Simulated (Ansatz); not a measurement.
C2H4ClGaS (`[Cl][Ga]1[CH2]S[CH2]1`). Total charge 0; spin multiplicity 1. Correlated methods include outer-core shells of Ga, which these sets cover unevenly. Scalar relativity is left out up to krypton.

```xyz
9

Cl    0.652    2.885    1.187
Ga    0.214    0.950    0.391
C    -0.243   -0.833    1.121
S    -0.327   -1.451   -0.597
C     0.085    0.133   -1.409
H     0.530   -1.335    1.705
H    -1.200   -0.917    1.639
H    -0.720    0.492   -2.051
H     1.009    0.075   -1.986
```

(1) Give the diagnostics of a CCSD(T)/def2-TZVPP run (frozen core, Ansatz 0.2.0). (Best estimate.)

## Answers

(1) The calculation gave: T1 = 0.0120, largest single amplitude 0.019, largest double 0.028, (T) share of the correlation energy 4.6 %, 9 CCSD cycles. The RHF solution is stable towards an unrestricted one. T1 lies under the customary mark of 0.02 for closed shells.
